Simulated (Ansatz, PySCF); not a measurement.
C3H10BeOSi, singlet, geometry from GFN2-xTB (such geometries of metal compounds can be far from the true shape), atoms displaced at random by about 0.08 Å a coordinate. Base run: PySCF with PBE0/STO-3G, gradient.

The PySCF input:
```python
from pyscf import gto, scf, dft

mol = gto.M(
    atom='''
Be   -0.062276    0.234212    0.436343
C    -0.884319   -0.372459    1.866867
C    -0.534348   -1.740120    2.140979
C    -2.292692   -0.041151    1.673479
H    -0.491459    0.378459    2.535349
H    -0.859967   -2.159572    3.170457
H    -0.847404   -2.487596    1.406564
H     0.666528   -1.872192    2.286641
H    -2.574009    0.888359    1.416406
H    -2.792499   -0.533985    2.461382
H    -2.620873   -0.673876    0.821345
O     0.578755    0.603116   -1.022429
Si    1.435093    0.876989   -2.410704
H     0.610297    0.578650   -3.558069
H     2.681377    0.183819   -2.306942
H     1.654011    2.305452   -2.307578
''',
    basis='sto-3g',
    charge=0,
    spin=0,
    verbose=4,
)

mf = dft.RKS(mol)
mf.xc = 'pbe0'
mf.kernel()
g = mf.nuc_grad_method()
grad = g.kernel()
```

Programs used: Ansatz (an electronic-structure program), PySCF; a row that names a program was run with it.

The coordinate followed is z of atom 1.

Variants of this job, named by their change:

```
change                                                  dE/dx (Eh/bohr)  net force (Eh/bohr)
------------------------------------------------------  ---------------  -------------------
base                                                           0.137922             0.000042
grids.level = 1; grid_response = off                           0.137986             0.000302
finite difference step (bohr) = 0.05; conv_tol = 1e-11         0.137825                    -
density fitting = on                                           0.137911             0.000042
density fitting = on; auxbasis_response = off                  0.137071             0.001006
finite difference step (bohr) = 0.2; conv_tol = 1e-11          0.137006                    -
finite difference step (bohr) = 1e-3; conv_tol = 1e-11         0.137879                    -
grids.level = 5; grid_response = on                            0.137921             0.000000
finite difference step (bohr) = 1e-5; conv_tol = 1e-11         0.137879                    -
finite difference step (bohr) = 1e-4; conv_tol = 1e-11         0.137879                    -
code = ansatz                                                  0.137918             0.000000
grids.level = 1; grid_response = on                            0.137953             0.000000
```

The net force is zero for an exact gradient.
